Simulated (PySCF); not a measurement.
Isomers of C6H9F, mass 100.069 u with the commonest isotopes. Computed with PBE0-D3(BJ)/def2-SVP geometry optimisation, gas phase in PySCF 2.14.0. One conformer each, none proved a minimum here; rigid rotors.

**Question.** Order these by rotational constant A, largest first.
A. `[CH2:1]=[C:2]=[CH:3][C:4]([CH3:5])([CH3:6])[F:7]` with C2–C3–C4–C5 13°
B. `[CH2:1]=[C:2]=[CH:3][CH2:4][C@H:5]([CH3:6])[F:7]` with C2–C3–C4–C5 -105°, C3–C4–C5–C6 -62°
C. `F[C@H]1CC12CCC2`
D. `[CH3:1][C@@H:2]1[CH2:3][CH:4]=[CH:5][C@H:6]1[F:7]` with C1–C2–C3–C4 -150°, C2–C3–C4–C5 14°, C4–C5–C6–F7 -136°, C1–C2–C6–C5 152°

**Answer.** B (6067 MHz), C (5133 MHz), A (4594 MHz), D (3185 MHz).

**Question.** Order these by out-of-plane moment Σ m c² = (Ia + Ib − Ic)/2, largest first.
A. `[CH3:1][C@@H:2]1[CH2:3][CH:4]=[CH:5][C@H:6]1[F:7]` with C1–C2–C3–C4 -150°, C2–C3–C4–C5 14°, C4–C5–C6–F7 -136°, C1–C2–C6–C5 152°
B. `F[C@H]1CC12CCC2`
C. `[CH2:1]=[C:2]=[CH:3][C:4]([CH3:5])([CH3:6])[F:7]` with C2–C3–C4–C5 13°
D. `[CH2:1]=[C:2]=[CH:3][CH2:4][C@H:5]([CH3:6])[F:7]` with C2–C3–C4–C5 -105°, C3–C4–C5–C6 -62°

**Answer.** C (52.55 u·Å²), B (32.87 u·Å²), D (24.23 u·Å²), A (13.32 u·Å²).

**Question.** Order these by rotational constant C, largest first.
A. `[CH2:1]=[C:2]=[CH:3][C:4]([CH3:5])([CH3:6])[F:7]` with C2–C3–C4–C5 13°
B. `[CH3:1][C@@H:2]1[CH2:3][CH:4]=[CH:5][C@H:6]1[F:7]` with C1–C2–C3–C4 -150°, C2–C3–C4–C5 14°, C4–C5–C6–F7 -136°, C1–C2–C6–C5 152°
C. `F[C@H]1CC12CCC2`
D. `[CH2:1]=[C:2]=[CH:3][CH2:4][C@H:5]([CH3:6])[F:7]` with C2–C3–C4–C5 -105°, C3–C4–C5–C6 -62°

**Answer.** C (1777 MHz), B (1705 MHz), A (1570 MHz), D (1084 MHz).

```tsv
SMILES	point group	Ia (u·Å²)	Ib (u·Å²)	Ic (u·Å²)	κ	μa (D)	μb (D)	μc (D)
C[C@@H]1CC=C[C@H]1F	C1	158.68	164.35	296.39	0.85	0.97	1.55	0.61
C=C=CC(C)(C)F	C1	110.01	317.02	321.93	-0.98	0.98	0.24	1.53
C=C=CC[C@H](C)F	C1	83.30	431.22	466.07	-0.96	1.11	1.13	0.17
F[C@H]1CC12CCC2	C1	98.46	251.65	284.38	-0.86	1.15	1.10	0.04
```
